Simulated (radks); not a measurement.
The numbers below are computed, except where a source is named.
Fractional charge and spin in the 5p shell of osmium: the spin-up occupation runs from 2 to 3 and the spin-down occupation from 2 to 3; the fullest corner is Os2+, [Kr] 4d10 4f14 5s2 5d(up 3, down 3) 5p(up 3, down 3). Code: a radial shooting solver on a logarithmic mesh with Libxc functionals. Model: scalar-relativistic Kohn-Sham, SCAN, spin-polarised, spherical densities, finite nucleus; meta-GGA in the generalised Kohn-Sham scheme; Fermi nuclear charge, rms radius of each element as measured or else 0.836 A^(1/3) + 0.57 fm. Energy (eV) minus the two flat planes that join the four corners (they meet along the diagonal where the two added fractions sum to one electron); zero is where a piecewise linear energy would lie.

down \ up,2,2.5,3
2,0.000,-1.856,0.000
2.5,-1.856,0.571,-1.739
3,0.000,-1.739,0.000

Corners above the fullest one (they belong to Os3+ and the next ion): (up 3, down 2) 75.822 eV, (up 2, down 3) 75.822 eV, (up 2, down 2) 168.32 eV. With half an added electron in each spin the energy lies 0.571 eV from the planes, and with half an added electron in spin up alone -1.856 eV. The planes are only a guide here: the flat-plane condition holds for ground states with one frontier orbital, while this shell lies below other occupied shells, so the corners above the fullest one are inner-hole states and not the ground states of those ions.
